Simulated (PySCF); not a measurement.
## B(OH)3: adding exact exchange

Base calculation in PySCF with density fitting and no spin–orbit coupling, PBE/def2-TZVP (no relativity): singlet, C3h, B–O 1.379 Å (×3), O–H 0.971 Å (×3); B–O–H 111.6° (×3), O–B–O 120.0° (×3); wavenumbers 413 (×2), 419, 519 (×2), 642, 852, 988 (×2), 992, 1415 (×2), 3742, 3743 (×2) cm⁻¹; gap between the highest occupied and lowest empty levels 7.22 eV, polar-tensor charge of B 1.31 e, atomisation energy (no zero-point energy) 3119 kJ/mol.

What changes on going to PBE0/def2-TZVP (no relativity)?

The point group stays the same. Changes: mean bond to B -0.013 Å, highest wavenumber +162 cm⁻¹, lowest wavenumber +15 cm⁻¹, gap between the highest occupied and lowest empty levels +2.70 eV, polar-tensor charge of B +0.09 e, atomisation energy (no zero-point energy) -89 kJ/mol. The new structure has B–O 1.366 Å (×3), O–H 0.960 Å (×3); B–O–H 112.2° (×3), O–B–O 120.0° (×3), with wavenumbers 428 (×2), 441, 535 (×2), 675, 886, 1018 (×2), 1019, 1470 (×2), 3904 (×2), 3905 cm⁻¹. Exact exchange shortens and stiffens the bonds and opens the gap, the usual pattern.

Only the bonding shown was studied: isomers, or loss of a ligand pair, can lie lower.
